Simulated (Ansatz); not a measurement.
Ansatz results at the PBE0-D4/def2-TZVP geometry: LUMO energy (PBE/def2-TZVPP) -1.89 eV; HOMO–LUMO gap (PBE/def2-TZVPP) 5.08 eV; HOMO–LUMO gap (ωB97M-V/def2-TZVPP) 11.03 eV.

Each molecule was computed in one conformer, which needn't be the lowest.

Task: Which molecule gave them?
A. `O[SiH2]N[Si](O)(F)F`
B. `C[SiH](Cl)N[SiH2]Cl`
C. `O[SiH](F)[SiH2]Cl`
D. `N[SiH](O)[Si](N)(O)O`

Result: C. The others give `O[SiH2]N[Si](O)(F)F`: -0.65, 6.14, 12.24; `C[SiH](Cl)N[SiH2]Cl`: -0.67, 6.25, 12.37; `N[SiH](O)[Si](N)(O)O`: -0.53, 5.15, 11.05.
